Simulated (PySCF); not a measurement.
**Bond curve of PdBr**

Set-up: Pd def2-TZVPP with ECP28, Br def2-TZVPP; scalar-relativistic core potentials (PySCF 2.14). Energies in eV from Pd (4d10) + Br in their ground configurations at the same level. State: ²Σ⁺ (doublet), unpaired electrons σ ↑.

All columns are PBE0. A positive dipole means Pd(−)Br(+).

| R (Å) | E (eV) | μ (D) | Mulliken charge on Pd (basis-dependent) | HOMO (eV) | LUMO (eV) | Mayer bond order | ⟨S²⟩ |
| --- | --- | --- | --- | --- | --- | --- | --- |
| 2.034 | -1.761 | -3.65 | 0.39 | -6.75 | -4.08 | 1.24 | 0.75 |
| 2.128 | -2.326 | -3.94 | 0.39 | -6.85 | -4.05 | 1.16 | 0.75 |
| 2.223 | -2.626 | -4.24 | 0.38 | -6.94 | -4.06 | 1.10 | 0.75 |
| 2.294 | -2.728 | -4.47 | 0.38 | -6.99 | -4.08 | 1.06 | 0.75 |
| 2.365 | -2.755 | -4.70 | 0.38 | -7.03 | -4.12 | 1.03 | 0.75 |
| 2.436 | -2.726 | -4.93 | 0.39 | -7.05 | -4.16 | 1.00 | 0.75 |
| 2.531 | -2.625 | -5.25 | 0.39 | -7.06 | -4.24 | 0.97 | 0.75 |
| 2.649 | -2.436 | -5.64 | 0.40 | -7.04 | -4.36 | 0.93 | 0.75 |
| 2.791 | -2.162 | -6.08 | 0.41 | -6.98 | -4.51 | 0.89 | 0.75 |
| 2.980 | -1.774 | -6.56 | 0.42 | -6.90 | -4.70 | 0.84 | 0.75 |

A fit through these points gives, at Re = 2.360 Å, μ = -4.68 D and dμ/dR = -3.30 D/Å; the reduced mass is 45.22 u.

Problem. How strong is the fundamental in the double-harmonic approximation, I = 42.26·(dμ/dR)²/μred km/mol?

Solution. I = 42.26·(-3.30)²/45.22 = 10.2 km/mol at PBE0.

The metal atom is held in its measured ground configuration; semilocal functionals can put another filling of s and d lower by some tenths of an eV, and De to that atom would be smaller. Spin–orbit coupling is left out, which matters for elements this heavy, above all for dissociation energies. With d or f electrons several states lie close, and the lowest PBE0 determinant need not be the measured ground state.
